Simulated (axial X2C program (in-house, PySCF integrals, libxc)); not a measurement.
# Spin–orbit effects along a row: molecules with Sr, PBE0

Computed with an in-house all-electron X2C program for linear molecules (integrals from PySCF), spin-free (one-electron X2C) or two-component (2c: spin–orbit coupling with atomic mean-field Coulomb and Gaunt terms, which also bring small scalar terms), in Dyall basis sets with cores contracted in-house; open shells are unrestricted.

Basis sets: Br dyall-cv3z, Ca dyall-cv3z, Co dyall-cv3z, Cr dyall-cv3z, Ga dyall-cv3z, Ge dyall-cv3z, K dyall-cv3z, Sc dyall-cv3z, Sr dyall-cv3z.

| molecule | spin-free state | Re (Å) | ωe (cm⁻¹) | De (eV) | 2c state | Re 2c (Å) | ωe 2c (cm⁻¹) | De 2c (eV) |
| --- | --- | --- | --- | --- | --- | --- | --- | --- |
| KSr | M_S = 1/2, Λ = 0 | 4.449 | 60.1 | 0.21 | Ω = 1/2 | 4.448 | 60.1 | 0.21 |
| CaSr | M_S = 0, Λ = 0 | 4.418 | 63.6 | 0.19 | Ω = 0 | 4.418 | 63.6 | 0.19 |
| SrSc | M_S = 1/2, Λ = 0 | 3.171 | 157.3 | 0.14 | Ω = 1/2 | 3.171 | 157.2 | 0.15 |
| SrCr | M_S = 3, Λ = 0 | 3.343 | 100.0 | 0.45 | Ω = 3 | 3.343 | 99.9 | 0.45 |
| SrCo | M_S = 3/2, Λ = 2 | 2.920 | 141.0 | 0.85 | Ω = 7/2 | 2.920 | 141.0 | n/a |
| SrGa | M_S = 1/2, Λ = 1 | 3.260 | 114.1 | 0.58 | Ω = 1/2 | 3.260 | 113.5 | n/a |
| SrGe | M_S = 1, Λ = 0 | 2.962 | 163.9 | 1.57 | Ω = 1 | 2.963 | 163.7 | n/a |
| SrBr | M_S = 1/2, Λ = 0 | 2.728 | 216.4 | 3.88 | Ω = 1/2 | 2.729 | 216.2 | 3.78 |

**Question.** Work out the shifts from the spin-free to the two-component result.

**Answer.** 

```
molecule  2c state  ΔRe (Å)  Δωe (cm⁻¹)  ΔDe (eV)
     KSr   Ω = 1/2   -0.001         0.0      0.00
    CaSr     Ω = 0    0.000         0.0      0.00
    SrSc   Ω = 1/2    0.000        -0.1      0.01
    SrCr     Ω = 3    0.000        -0.1      0.00
    SrCo   Ω = 7/2    0.000         0.0       n/a
    SrGa   Ω = 1/2    0.000        -0.6       n/a
    SrGe     Ω = 1    0.001        -0.2       n/a
    SrBr   Ω = 1/2    0.001        -0.2     -0.10
```

Shifts of one unit in the last digit are rounding.

Each entry is the lowest single determinant of a limited PBE0 search at one distance. De goes to single-determinant-based atoms at the same level (for ions the charge split of lowest energy) and is withheld (n/a) where an atom does not fit its ground term or J level. Main or longest-lived isotopes. One determinant is a doubtful description, or other states lie close, for SrSc, SrCr, SrCo, SrGa, SrGe; these need not be ground states, and all values refer to the states named. Some open-shell Ω = 0 determinants are out of reach, so the Ω given for SrCr, SrGe need not be the lowest component. With several unpaired electrons the Ω given is that of one determinant, not necessarily of the lowest component. Some light 2c atoms are not at their ground J level, so De misses part of their lowering (0.04 eV or less). The functionals have no current term, which raises determinants with orbital currents. Where the atoms have a lower orbital projection than the molecule, De at mean-field level may be about a tenth of an eV too small.
